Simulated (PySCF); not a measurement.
## Calculated data, CH₅B₂Ge, CH₅Ge₂O

All values are calculated (PySCF 2.14.0). Calculation on a computer-drawn molecule: optimised geometry and harmonic frequencies of an isolated molecule of the commonest isotopes, restricted reference for singlets and unrestricted otherwise, frozen core in MP2; on germanium a core potential holds 10 electrons, which the energies leave out, and 3d is frozen in MP2 and coupled-cluster steps.

Common to all runs: method HF; basis cc-pVDZ; basis and core potential on germanium cc-pVDZ-PP ECP10MDF.

```yaml
- entry: 1
  formula: CH5B2Ge
  start_structure:
    atoms_angstrom:
      - [B, -1.5636, -2.0926, -0.428]
      - [Ge, -0.9112, -0.3009, 0.1629]
      - [B, 1.0408, -0.1892, 0.1939]
      - [C, 2.4358, -0.2104, 0.1183]
      - [H, -1.3461, -2.8893, -1.2956]
      - [H, -1.5994, 0.628, -0.8228]
      - [H, -1.505, 0.1084, 1.4095]
      - [H, 2.999, -0.9973, -0.2673]
      - [H, 3.0839, 0.5429, 0.5035]
  given:
    charge: 0
    multiplicity: 2
    drawn_bonds_atom: [1, 2, 3, 1, 2, 2, 4, 4]
    drawn_bonds_other_atom: [2, 3, 4, 5, 6, 7, 8, 9]
    drawn_bonds_order: [1, 1, 2, 1, 1, 1, 1, 1]
  results:
    "rotational_constants [GHz]": null
    "total_energy [hartree]": null
- entry: 2
  formula: CH5B2Ge
  start_structure:
    atoms_angstrom:
      - [B, -1.2489, 0.0719, 0.3098]
      - [Ge, 0.6111, -0.4222, -0.1625]
      - [C, 1.0819, -0.0163, -2.0936]
      - [B, 1.396, -1.0805, -2.899]
      - [H, -2.2081, 0.3977, -0.2514]
      - [H, 0.8385, -1.8056, 0.1201]
      - [H, 1.6482, 0.3396, 0.6107]
      - [H, 1.0933, 1.0925, -2.3916]
      - [H, 1.5347, -2.0292, -3.5811]
  given:
    charge: 0
    multiplicity: 2
    drawn_bonds_atom: [1, 2, 3, 1, 2, 2, 3, 4]
    drawn_bonds_other_atom: [2, 3, 4, 5, 6, 7, 8, 9]
    drawn_bonds_order: [1, 1, 2, 1, 1, 1, 1, 1]
  results:
    "rotational_constants [GHz]": null
    spin_squared: null
    "total_energy [hartree]": null
- entry: 3
  formula: CH5Ge2O
  start_structure:
    atoms_angstrom:
      - [C, -1.4131, 0.9961, 1.4434]
      - [Ge, 0.0312, 0.0088, 2.1058]
      - [O, 1.0584, -0.5989, 0.5265]
      - [Ge, 1.6931, -0.9343, -0.9786]
      - [H, -2.1328, 1.2313, 2.2433]
      - [H, -1.8792, 0.539, 0.548]
      - [H, 1.2958, 0.1463, 2.9293]
      - [H, 1.1443, -0.2173, -2.2015]
      - [H, 2.7627, -1.9975, -0.8829]
  given:
    charge: 1
    multiplicity: 1
    drawn_bonds_atom: [1, 2, 3, 1, 1, 2, 4, 4]
    drawn_bonds_other_atom: [2, 3, 4, 5, 6, 7, 8, 9]
    drawn_bonds_order: [2, 1, 1, 1, 1, 1, 1, 1]
  results:
    "rotational_constants [GHz]": null
```

## Withheld values
1. Give the missing rotational constants for CH₅B₂Ge (entry 1).
2. Give the missing total energy for CH₅B₂Ge (entry 1).
3. Estimate the rotational constants of CH₅B₂Ge (entry 2).
4. Give the missing spin squared for CH₅B₂Ge (entry 2).
5. Give the missing total energy for CH₅B₂Ge (entry 2).
6. Give the missing rotational constants for CH₅Ge₂O (entry 3).

Answers
1. 10.72, 2.516, 2.091 GHz
2. -383.3789 hartree
3. 11.54, 3.088, 2.719 GHz
4. 0.7572
5. -383.3794 hartree
6. 10.8, 0.9878, 0.9063 GHz

Further results for CH₅B₂Ge (entry 1):

- spin squared: 0.7626
- convergence status largest gradient component: 7.664e-06 hartree/bohr

Optimised structure:
```xyz
9
CH5B2Ge
B     -1.6845    -2.0865    -0.5666
Ge    -0.9939    -0.2506     0.1169
B      1.0622    -0.1922     0.1277
C      2.4489    -0.2285     0.1143
H     -1.1666    -2.9990    -1.1387
H     -1.5535     0.8283    -0.8190
H     -1.5312     0.0172     1.5258
H      2.9987    -1.0731    -0.2906
H      3.0542     0.5840     0.5046
```

Modes:
```csv
frequency (cm⁻¹),reduced mass (dalton)
51.01,1.148
103.7,3.28
136.7,1.03
227.1,2.695
281.5,2.213
431.2,6.945
465.3,1.413
584.3,3.14
619.2,1.471
714.7,1.63
722.1,1.137
803.4,1.152
843.1,1.309
951.3,1.025
1387,1.201
1664,4.759
2203,1.023
2222,1.017
2766,1.095
3288,1.063
3366,1.108
```

Further results for CH₅B₂Ge (entry 2):

- convergence status largest gradient component: 2.108e-05 hartree/bohr

Optimised structure:
```xyz
9
CH5B2Ge
B     -1.3444    -0.0323     0.2808
Ge     0.6175    -0.4675    -0.2390
C      1.0022    -0.0660    -2.1122
B      1.4465    -1.0900    -2.9162
H     -2.0928     0.8394    -0.0544
H      0.9383    -1.9484     0.0113
H      1.5255     0.3664     0.6848
H      0.8295     0.9519    -2.4428
H      1.8243    -2.0056    -3.5509
```

Modes:
```csv
frequency (cm⁻¹),reduced mass (dalton)
79.91,4.524
119.6,1.577
153.3,2.358
214.4,1.643
436.4,1.178
565.2,1.502
582,3.079
588,3.005
637.6,1.522
731,1.215
752.6,1.207
813.8,1.123
883.4,1.304
950,1.031
1030,1.223
1573,5.621
2170,1.022
2200,1.017
2751,1.095
2937,1.135
3347,1.092
```

Further results for CH₅Ge₂O (entry 3):

* total energy: -702.0836 hartree
* convergence status largest gradient component: 8.219e-06 hartree/bohr

Optimised structure:
```xyz
9
CH5Ge2O
C     -1.3583     0.7749     1.4086
Ge     0.1732     0.1660     1.9646
O      1.2510    -0.6357     0.6891
Ge     1.6226    -0.9531    -0.9074
H     -2.0242     1.2491     2.1177
H     -1.6944     0.6714     0.3864
H      1.0043     0.0902     3.2065
H      0.7975    -0.3109    -1.9956
H      2.7885    -1.8785    -1.1364
```

Modes:
```csv
frequency (cm⁻¹),reduced mass (dalton)
27.3,1.466
69.92,4.75
143.5,1.872
224.9,2.615
233.1,1.784
378.2,8.374
609.8,1.042
660.4,1.17
714.8,1.136
733.1,1.076
801.4,1.144
837.1,1.312
915.1,1.068
938.5,4.011
1058,6.09
1474,1.172
2343,1.014
2378,1.028
2392,1.022
3322,1.053
3440,1.118
```
